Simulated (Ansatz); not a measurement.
Reaction (redistribution): `[NH2][Ge]([NH2])([NH2])[NH2]` + `[CH3][V](=[NH])([Cl])[Cl]` → `[CH3][Ge]([NH2])([NH2])[NH2]` + `[NH]=[V]([NH2])([Cl])[Cl]`

Calculated with Ansatz (gas phase, PBE0-D4/def2-TZVP geometries, no zero-point term in ΔE). CBS: MP2 limit from def2 TZ/QZ plus the TZ coupled-cluster correction, frozen cores. For Ge, V outer-core shells are correlated without core-valence functions, which leaves a few kJ/mol of doubt a bond. Scalar relativity is left out up to krypton. One conformer a species, not always the lowest.

```tsv
species	MP2/CBS(def2) energy (Eh)
`[NH2][Ge]([NH2])([NH2])[NH2]`	-2299.75142
`[CH3][V](=[NH])([Cl])[Cl]`	-1958.23286
`[CH3][Ge]([NH2])([NH2])[NH2]`	-2283.68524
`[NH]=[V]([NH2])([Cl])[Cl]`	-1974.33391
```

**Question.** Work out ΔE.

**Answer.** ΔE = (-2283.68524) + (-1974.33391) − (-2299.75142) − (-1958.23286) = -0.03487 Eh = -0.95 eV. CCSD(T)/CBS gives -0.67 eV.

Largest T1 diagnostic among the species: 0.030, so the coupled-cluster value is less sure than usual.

In def2-TZVPP, CCSD(T) changes the Hartree–Fock value by −0.32 eV (the triples alone add −0.14 eV) and MP2 by −0.60 eV. From PBE to PBE0 (25 % exact exchange), in def2-TZVPP and without D4, ΔE moves by +0.10 eV.
